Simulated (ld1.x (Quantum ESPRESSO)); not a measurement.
# magnesium (Mg): one change to a TM potential, before and after

- Element: Mg
- Generator: ld1.x (Quantum ESPRESSO) 7.5
- Type: norm-conserving Troullier–Martins (Kleinman–Bylander form)
- Functional: PBE
- Relativity: non-relativistic
- Frozen core: [Ne]
- Valence charge: 2
- Reference configuration: 3s2 3p0
- Partial waves: 3p (bound, empty): rc 3.25 bohr; 3d channel at 0.2 Ry: rc 3.35 bohr; 3s (bound): rc 2.20 bohr
- Local potential: the s channel
- Core correction: none

Change: core correction a·sin(br)/r model core inside 2.34 bohr.

Cutoffs: the cutoffs (Ry, on a coarse ladder) from which the occupation-weighted sum of valence levels, in a spherical-Bessel basis at the reference potential, stays within 10 and 1 mRy of its value at 400 Ry; they do not see the model core or the augmentation charge, which bear on the density cutoff. Errors are all-electron minus pseudo energies relative to the spin-unpolarised reference configuration.

Predict the effect on cutoff, ghosts and configuration errors.

The potential gets neither clearly harder nor softer (6 Ry and 18 Ry → 6 Ry and 18 Ry); of the 5 tests that both files solve, the error grows in 0 and shrinks in 5 by more than 15 % and 0.3 meV (median size 13.1 → 6.5 meV); neither file shows a bound ghost. Exchange and correlation are not linear in the density, so unscreening with the valence charge alone errs where core and valence overlap; a model core restores that term. A model core, the more so a compact one, raises the density cutoff, which this test does not measure.

| quantity | base | changed |
| --- | --- | --- |
| cutoff, loose | 6 Ry | 6 Ry |
| cutoff, tight | 18 Ry | 18 Ry |
| bound ghosts | none | none |
| error for 3s1 3p0, meV [ΔE 7.95 eV] | +9.4 | +2.4 |
| error for 3s1.5 3p0, meV [ΔE 3.14 eV] | +0.6 | -0.2 |
| error for 3s1 3p1, meV [ΔE 3.48 eV] | +13 | +6.5 |
| error for 3s0 3p1, meV [ΔE 12.29 eV] | +139 | +91 |
| error for 3s0 3p2, meV [ΔE 7.15 eV] | +76 | +46 |
| s: phases at 3.66 bohr within 0.05 rad from the reference energy up to (Ry; the scan ends near 5) | 1.2 | 1.2 |
| p: phases at 3.66 bohr within 0.05 rad from the reference energy up to (Ry; the scan ends near 5) | 0.5 | 0.5 |
| d: phases at 3.66 bohr within 0.05 rad from the reference energy up to (Ry; the scan ends near 5) | 2.1 | 2.1 |
